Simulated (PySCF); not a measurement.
Several molecules and their computed UV-vis stick spectra, shuffled. Level of theory: TDDFT CAM-B3LYP/def2-SVPD, vertical, gas phase, core orbitals frozen in the response in PySCF. Geometries: PBE0-D3(BJ)/def2-SVP; one conformer of each isolated species. Triplets are in the Tamm–Dancoff approximation. Relativistic effects are left out although some hold elements past zinc.

A. `[CH3][AlH][F]`
B. `FC(F)C[SeH]`
C. `C=N[SiH2]C#N`

Lowest singlet levels (six at most, fewer where fewer were computed) with oscillator strengths:

1. 4.09 eV (f 0.000); 6.36 eV (f 0.031); 6.89 eV (f 0.002); 6.97 eV (f 0.004); 7.29 eV (f 0.003); 7.37 eV (f 0.002); T1 3.48 eV
2. 4.99 eV (f 0.001); 5.79 eV (f 0.036); 6.97 eV (f 0.025); 7.23 eV (f 0.030); 7.56 eV (f 0.057); 7.95 eV (f 0.048); T1 4.52 eV
3. 5.96 eV (f 0.003); 7.37 eV (f 0.127); 8.00 eV (f 0.062); 8.26 eV (f 0.107); 8.76 eV (f 0.291); 9.01 eV (f 0.000); T1 5.54 eV

Question: Match each spectrum to its molecule.

Answer: 1 = C, 2 = B, 3 = A.
- A: S1 at 5.96 eV, HOMO→LUMO (99%); Löwdin shares by element: HOMO carbon 34%, aluminium 26%, hydrogen 22% or more, fluorine 5%; LUMO aluminium 61%, hydrogen 13% or more, carbon 11%, fluorine 10%; HOMO -9.79 and LUMO -0.03 eV; point group Cs, 1 of its 6 listed states under f = 0.0005.
- B: S1 at 4.99 eV, HOMO→LUMO (86%); Löwdin shares by element: HOMO selenium 78%, carbon 10% or more, hydrogen 6% or more; LUMO selenium 64%, hydrogen 13% or more, carbon 11% or more; HOMO -8.36 and LUMO 0.49 eV.
- C: S1 at 4.09 eV, HOMO→LUMO (96%); Löwdin shares by element: HOMO nitrogen 58% or more, carbon 16% or more, silicon 9%, hydrogen 7% or more; LUMO carbon 40% or more, nitrogen 31% or more, silicon 7%, hydrogen 7% or more (atoms not listed hold the other 16%); HOMO -9.26 and LUMO -0.49 eV.
